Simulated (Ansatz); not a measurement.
Reaction (hydrogenolysis of a B–B bond): `BB(C)OC` + H₂ → `CBOC` + BH₃

Computed with Ansatz on PBE0-D4/def2-TZVP structures; ΔE is electronic, products minus reactants. CCSD(T)/CBS is the MP2 limit (def2-TZVPP, def2-QZVPP) plus CCSD(T) − MP2 in def2-TZVPP, frozen cores. This one scheme is used for every species. DFT in def2-TZVPP. One conformer a species, not always the lowest.

CCSD(T)/CBS gives -0.46 eV.

Problem. Another level gave -0.39 eV. Which?
A. r2SCAN/def2-TZVPP
B. ωB97X-V/def2-TZVPP
C. B2PLYP/def2-TZVPP
D. HF/def2-TZVPP

Solution. A. r2SCAN -0.39, HF/def2-TZVPP -0.77, ωB97X-V -0.47, B2PLYP -0.53 eV.

Largest T1 diagnostic among the species: 0.013.

From PBE to PBE0 (25 % exact exchange), in def2-TZVPP and without D4, ΔE moves by −0.07 eV. The D4 term adds +0.08 eV with B3LYP and +0.05 eV with PBE0; it sums over pairs of atoms, weighted by their polarisabilities, and B3LYP, whose exchange is more repulsive, gets the larger term. In def2-TZVPP, CCSD(T) changes the Hartree–Fock value by +0.29 eV (the triples alone add +0.05 eV) and MP2 by +0.28 eV.

B3LYP here is the variant with VWN-RPA as its local correlation; programs differ in this.
